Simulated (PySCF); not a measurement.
Task: What does the PBE0-D3(BJ)/def2-SVP structure of InChI=1S/C3H12O3Si4/c1-2-3-9-6-10(4-7)5-8/h10H,9H2,1,7-8H3 look like in three dimensions?

Result: 
```xyz
22
C3H12O3Si4 angstrom
C      2.423   -2.335   -2.206
C      2.207   -1.501   -1.040
C      2.032   -0.800   -0.057
Si     1.768    0.261    1.405
O      0.908    1.617    0.980
Si    -0.454    2.095    0.189
O     -0.806    1.026   -1.010
Si    -1.373   -0.483   -1.399
O     -1.706    2.163    1.253
Si    -2.684    1.299    2.278
H      1.529   -2.345   -2.849
H      2.642   -3.373   -1.910
H      3.269   -1.964   -2.805
H      3.077    0.702    1.953
H      1.008   -0.507    2.433
H     -0.242    3.432   -0.387
H     -2.808   -0.380   -1.795
H     -0.594   -1.020   -2.551
H     -1.256   -1.410   -0.233
H     -3.313    0.161    1.539
H     -1.891    0.754    3.419
H     -3.747    2.206    2.792
```

Any rigid rotation of these coordinates is as good. Atoms count from 1 in this order. The C–C distances run from 1.220 Å (C2≡C3, drawn triple) to 1.450 Å (C1–C2, drawn single), a spread of 0.230 Å. Of the pairs four or more bonds apart, C3···Si8 is among the closest relative to their van der Waals radii: 3.67 Å, 97 % of the sum of Bondi's values. O5 (siloxane oxygen) is bent (angle 142.0°). Si8 (oxygen-bound silicon) is tetrahedral (angles from 108.8° to 110.8°).

Bonds between heavy atoms (Å): C1–C2 1.450, C2≡C3 1.220, C3–Si4 1.826, Si4–O5 1.660, O5–Si6 1.646, Si6–O7 1.643, O7–Si8 1.659, Si6–O9 1.645, O9–Si10 1.659.

Theory: PySCF 2.14.0, PBE0-D3(BJ)/def2-SVP geometry optimisation, gas phase.

Point group: C1 (no symmetry element, even within 0.4 Å). Stationary, but not proved a minimum. The numbers are those of one conformer (C3–Si4–O5–Si6 50°, Si4–O5–Si6–O7 -30°, O5–Si6–O7–Si8 73°, O5–Si6–O9–Si10 -64°).
